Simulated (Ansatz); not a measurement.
A nudged elastic band was laid between two geometries of GeH₄O (6 atoms, charge 0, multiplicity 1).

Computed with RKS PBE-D4/def2-SVP in Ansatz 0.2.0.

```json
{
  "movable images": "9",
  "climbing image": "yes",
  "spring": "5.0 eV/Å²",
  "optimiser": "quadratic models (default)",
  "start path": "through a guess of the saddle point",
  "force threshold": "0.03 eV/Å",
  "iteration limit": "60",
  "end points": "relaxed"
}
```

Initial state:

```xyz
6
Properties=species:S:1:pos:R:3
Ge 0.261 -0.020 0.226
H 0.329 0.044 1.781
H 1.678 -0.033 -0.389
H -0.567 1.187 -0.307
O -0.455 -1.582 -0.321
H -1.361 -1.686 0.023
```

Final state:

```xyz
6
Properties=species:S:1:pos:R:3
Ge -0.875 0.110 0.459
H 1.528 0.040 1.286
H 1.706 0.290 0.573
H -0.214 0.988 -0.727
O -0.938 -1.399 -0.558
H -1.323 -2.119 -0.021
```

What changes between the two ends?

Bonds broken: Ge1–H2, Ge1–H3. Bonds formed: H2–H3. GeH4O becomes GeH2O + H2.

Give the energies along the band, and the barrier.

It converged. The highest image is number 6 of 0 to 10, 2.19 eV above the first end and 1.14 eV above the last; the last end lies 1.05 eV above the first. A vibrational analysis at the climbing image gives one clearly imaginary mode, 1103i cm⁻¹: a first-order saddle point. The orbitals stay closed-shell, which can raise the energy where a bond breaks towards radicals; this wasn't checked here.

```csv
image,path coordinate (Å),energy (eV),Ge1–H2 (Å),Ge1–H3 (Å),H2–H3 (Å)
0,0.00,0.00,1.56,1.54,2.56
1,0.26,0.01,1.56,1.54,2.52
2,0.51,0.16,1.55,1.53,2.33
3,0.77,0.56,1.54,1.52,2.10
4,1.03,1.21,1.53,1.55,1.85
5,1.29,1.89,1.53,1.64,1.61
6,1.54,2.19,1.58,1.76,1.37
7,1.86,1.72,1.71,1.90,1.01
8,2.19,1.17,2.00,2.13,0.81
9,2.51,1.06,2.31,2.38,0.78
10,2.83,1.05,2.54,2.59,0.78
```

What is the geometry of the highest image?


```xyz
6
Properties=species:S:1:pos:R:3:forces:R:3
Ge -0.330 0.052 0.455 0.00 0.00 0.00
H 0.927 -0.012 1.403 0.00 0.00 0.00
H 1.398 0.150 0.125 0.00 0.00 0.00
H -0.210 1.219 -0.561 0.00 0.00 0.00
O -0.634 -1.485 -0.466 0.00 0.00 0.00
H -1.267 -2.014 0.055 0.00 0.00 0.00
```

What are the harmonic wavenumbers there?

1103i, 245, 538, 589, 625, 657, 923, 955, 1444, 2005, 2077, 3729 cm⁻¹.

The run took 89 s on 1 thread of Intel(R) Xeon(R) 6975P-C (Granite Rapids), on a shared host, peak memory 0.13 GiB.
